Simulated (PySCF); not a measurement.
In(Vi)2(NH2), SMILES C=[CH][In]([NH2])[CH]=C (C4H8InN) at its B3LYP/def2-SVP optimised geometry (Å):

```
14

In     0.1625     0.0110     0.0000
C     -0.7875    -1.9302     0.0094
C     -2.0756    -2.1405    -0.2976
H     -0.1782    -2.8067     0.2691
H     -2.5204    -3.1453    -0.2935
H     -2.7589    -1.3292    -0.5754
C     -0.7975     1.9470     0.0000
C     -2.0936     2.1436     0.2817
H     -0.1888     2.8315    -0.2324
H     -2.5453     3.1453     0.2829
H     -2.7768     1.3233     0.5318
N      2.1987     0.0110     0.0000
H      2.7738    -0.8252    -0.0187
H      2.7768     0.8452    -0.0118
```

Computed with B3LYP/def2-TZVP, def2 effective core potentials past Kr in PySCF 2.14.0. The core electrons that the potentials of In replace are not part of the density. Cells within 0.4 Å of a nucleus heavier than hydrogen are left out (blank, or x).

Map of the electron localisation function on the plane z = 0.0 Å:

```
|00000000000000000000000000000|
|00000000000000000000000000000|
|00000001000000000000000000000|
|00000168720001210000000000000|
|00001799960017873000000000000|
|00002999980049998100000000000|
|00002899981179998200000000000|
|00000389974489997000000000000|
|000001463x8629972000000000000|
|000002572x9xx2740000155300000|
|000037998575x8841001688730000|
|00005999832688421113899840000|
|00003899600441332146999830000|
|00000022000225874175698410000|
|00000000000227xx618xx64100000|
|00000011000225874175798410000|
|00002799500441232146999830000|
|00004899833688421013899840000|
|000027898575x7841001688720000|
|000002572x9xxx741000145200000|
|000001464x8639972000000000000|
|00000389974479997100000000000|
|00001799982169998200000000000|
|00002899981039997100000000000|
|00000799970006872000000000000|
|00000168720000100000000000000|
|00000001000000000000000000000|
|00000000000000000000000000000|
|00000000000000000000000000000|
```
Scale: ten equal steps from 0.000 (start of '0') to 0.999 (end of '9'), in the order '0123456789'; x runs from -5.50 to 5.50, y from -5.50 (bottom) to 5.50 (top).
